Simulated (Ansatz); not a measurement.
A structure relaxed at PBE-D4/def2-TZVPD in Ansatz, charge -1, doublet:

```xyz
3

Mo   -0.624   -0.293    1.102
Mo   -0.530   -0.183   -1.173
Mo    1.154    0.475    0.071
```

(1) Give its formula and point group.

(2) Summarise the bond lengths by kind (pairs closer than 1.2 times the sum of covalent radii, bridged metal pairs left out).

Answers

(1) the cluster Mo3⁻. Point group C2v (tolerance 0.1 Å).

(2) 3 × Mo–Mo 2.19 to 2.28 Å.

In the def2 sets Mo takes a core potential; there is no spin–orbit coupling. The charge -1 doublet is spin-contaminated (final ⟨S²⟩ up to 1.14, 0.75 for a pure state). The highest occupied level of the charge -1 doublet lies above zero (up to 0.61 eV). Its loss leaves the charge 0 triplet, which lies 1.17 eV higher (vertical, at PBE-D4/def2-TZVPD), but this difference is unsure: the triplet is doubtful (geometry relaxed on an unsound state). The relaxation made no stability test and no search for a lower SCF solution. The structure comes from a short search, and lower isomers may exist.
